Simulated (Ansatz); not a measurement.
`NB(O[SiH3])O[SiH3]`, charge 0, multiplicity 1.

Q: Give a relaxed structure at PBE0-D4/def2-TZVP (Ansatz 0.2.0). (Best estimate.)

A: Computed: 
Z-matrix (Å, degrees):
```
Si
O 1 1.637
H 1 1.483 2 109.2
H 1 1.483 2 109.1 3 119.9
H 1 1.490 2 110.8 3 -120.1
B 2 1.378 1 137.5 3 117.8
N 6 1.405 2 122.6 1 0.6
O 6 1.371 2 118.1 1 -179.4
H 7 1.003 6 121.3 2 179.9
H 7 1.003 6 123.8 2 0.3
Si 8 1.647 6 128.6 2 0.1
H 11 1.486 8 111.1 6 -60.7
H 11 1.486 8 111.1 6 61.1
H 11 1.483 8 106.6 6 -179.8
```
Point group Cs.
This is one stationary point; other conformers may exist.
